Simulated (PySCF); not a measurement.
Compound: C5H8O2S.
Bonds: C1–C2 (double), C2–C3 (double), C3–C4, C4–S5, S5–C6, S5–O7 (double), S5–O8 (double). Hydrogens: H9, H10 on C1; H11 on C3; H12, H13 on C4; H14, H15, H16 on C6.

The same species was optimised twice, with GFN2-xTB and with PBE0-D3(BJ)/def2-SVP (PySCF), and the same property calculations (PySCF, gas phase) were run on both structures.

| coordinate | GFN2-xTB | PBE0-D3(BJ)/def2-SVP | change |
| --- | --- | --- | --- |
| S5–C6 (Å) | 1.816 | 1.784 | -0.032 |
| C4–S5 (Å) | 1.834 | 1.809 | -0.025 |
| S5=O7 (Å) | 1.437 | 1.461 | +0.024 |
| S5=O8 (Å) | 1.438 | 1.460 | +0.022 |
| C1=C2 (Å) | 1.293 | 1.306 | +0.013 |
| C2=C3 (Å) | 1.300 | 1.312 | +0.012 |
| C3–C4 (Å) | 1.483 | 1.492 | +0.009 |
| C3–C4–S5 (°) | 108.2 | 112.0 | +3.8 |
| O7–S5–O8 (°) | 117.8 | 120.9 | +3.1 |
| C4–S5–O7 (°) | 108.8 | 107.1 | -1.7 |
| C4–S5–O8 (°) | 108.4 | 107.3 | -1.1 |
| C6–S5–O7 (°) | 108.4 | 107.6 | -0.8 |
| C4–S5–C6 (°) | 104.0 | 104.6 | +0.6 |
| C2–C3–C4 (°) | 124.6 | 124.0 | -0.6 |
| C6–S5–O8 (°) | 108.6 | 108.2 | -0.4 |
| C2–C3–C4–S5 (°) | -111 | -116 | -5 |
| C3–C4–S5–C6 (°) | 62 | 67 | +5 |

Rotational constants: A = 3667, B = 998.5, C = 952.8 MHz (GFN2-xTB) against A = 3666, B = 956.5, C = 922.7 MHz (PBE0-D3(BJ)/def2-SVP). Point groups within 0.08 Å: C1 and C1. Atoms that the bonding makes alike are paired by their places after alignment.

On the GFN2-xTB structure: HOMO (eV) -7.70 [PBE0/pcSseg-1]; LUMO (eV) -0.41 [PBE0/pcSseg-1]; dipole (D) 4.89 [PBE0/pcSseg-1]; GIAO shielding of C1 (ppm) 107.2 [PBE0/pcSseg-1]; GIAO shielding of C2 (ppm) -36.3 [PBE0/pcSseg-1]; GIAO shielding of C3 (ppm) 97.9 [PBE0/pcSseg-1]; GIAO shielding of C4 (ppm) 123.5 [PBE0/pcSseg-1]; GIAO shielding of S5 (ppm) 196.0 [PBE0/pcSseg-1]; GIAO shielding of C6 (ppm) 144.3 [PBE0/pcSseg-1]; GIAO shielding of O7/O8 (mean) (ppm) 116.3 [PBE0/pcSseg-1].

Q: What do these properties become on the PBE0-D3(BJ)/def2-SVP structure?

A: 
```csv
property,level,on GFN2-xTB,on PBE0-D3(BJ)/def2-SVP,change
HOMO (eV),PBE0/pcSseg-1,-7.70,-7.72,-0.02
LUMO (eV),PBE0/pcSseg-1,-0.41,-0.44,-0.03
dipole (D),PBE0/pcSseg-1,4.89,4.85,-0.04
"energy, GFN2-xTB geometry as zero (kcal/mol)",PBE0/pcSseg-1,0.0,-3.0,-3.0
GIAO shielding of C1 (ppm),PBE0/pcSseg-1,107.2,103.7,-3.5
GIAO shielding of C2 (ppm),PBE0/pcSseg-1,-36.3,-40.8,-4.5
GIAO shielding of C3 (ppm),PBE0/pcSseg-1,97.9,95.7,-2.2
GIAO shielding of C4 (ppm),PBE0/pcSseg-1,123.5,123.8,+0.3
GIAO shielding of S5 (ppm),PBE0/pcSseg-1,196.0,190.8,-5.2
GIAO shielding of C6 (ppm),PBE0/pcSseg-1,144.3,143.7,-0.6
GIAO shielding of O7/O8 (mean) (ppm),PBE0/pcSseg-1,116.3,110.7,-5.6
```

The heavy atoms differ by 0.093 Å rms after alignment (one structure mirrored). Among bonds between heavy atoms S5–C6 changes most (-0.032 Å). Changes are differences of the printed values. Neither structure is proved a minimum here.

Conformer computed: `[CH2:1]=[C:2]=[CH:3][CH2:4][S:5]([CH3:6])(=[O:7])=[O:8]`: C2–C3–C4–S5 -116°, C3–C4–S5–C6 67°.
